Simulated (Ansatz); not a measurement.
Molecule: sum formula BOCl, charge 0, multiplicity 1. 
Coordinates optimised at B3LYP-D3(BJ)/def2-TZVP (Ansatz, a first-principles code):
SMILES: O=BCl
```xyz
3

B      0.0000     0.0000    -0.6343
O      0.0000     0.0000    -1.8390
Cl     0.0000     0.0000     1.0520
```
Charge 0, spin multiplicity 1.

Basis-set convergence of Hartree-Fock and MP2 correlation energies (hartree) with Ansatz. Valence correlation only, unless marked. No spin-orbit coupling. Non-relativistic.

| basis | functions | E(HF) | E(corr, MP2) |
|---|---|---|---|
| aug-cc-pV(D+d)Z | 78 | -559.14803 | -0.42120 |
| aug-cc-pV(T+d)Z | 147 | -559.18706 | -0.51920 |
| aug-cc-pV(Q+d)Z | 249 | -559.19724 | -0.55752 |

Extrapolating the two largest sets (X = 3 and 4) as X^-3: E(corr) = (64·(-0.55752) - 27·(-0.51920))/37 = -0.5855 Eh, an estimate of the basis-set limit. The largest set recovers 95.2 % of it, the smallest 71.9 %.
